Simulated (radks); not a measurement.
Problem. Species: the cerium ion Ce4+. Configuration: [Xe]. All-electron calculation, Dirac Kohn-Sham, LDA (Slater exchange, Perdew-Wang correlation), spin-unpolarised, spherical densities, finite nucleus; Fermi nuclear charge, rms radius 4.8771 fm. Program: a radial shooting solver on a logarithmic mesh with Libxc functionals. Some entries of the table are withheld. Estimate them.

| orbital | occ. | eigenvalue (eV) | r(max) (bohr) |
|---|---|---|---|
| 1s1/2 | 2 | -40233.89 | 0.01575 |
| 2s1/2 | 2 | -6478.467 | 0.08930 |
| 2p1/2 | 2 | -6122.049 | 0.06799 |
| 2p3/2 | 4 | -5676.099 | 0.07325 |
| 3s1/2 | 2 | -1430.942 | 0.2552 |
| 3p1/2 | 2 | -1279.622 | 0.2418 |
| 3p3/2 | 4 | -1192.050 | 0.2532 |
| 3d3/2 | 4 | -926.3033 | 0.2032 |
| 3d5/2 | 6 | -907.4849 | 0.2065 |
| 4s1/2 | 2 | (1) | 0.5926 |
| 4p1/2 | 2 | (2) | 0.6014 |
| 4p3/2 | 4 | (3) | 0.6259 |
| 4d3/2 | 4 | -156.2339 | 0.6452 |
| 4d5/2 | 6 | -152.8445 | 0.6532 |
| 5s1/2 | 2 | -79.0389 | 1.341 |
| 5p1/2 | 2 | -62.5071 | (4) |
| 5p3/2 | 4 | -59.2071 | (5) |

Solution. 
(1) 4s1/2 eigenvalue (eV): -324.5895
(2) 4p1/2 eigenvalue (eV): -268.2485
(3) 4p3/2 eigenvalue (eV): -249.0982
(4) 5p1/2 r(max) (bohr): 1.449
(5) 5p3/2 r(max) (bohr): 1.509
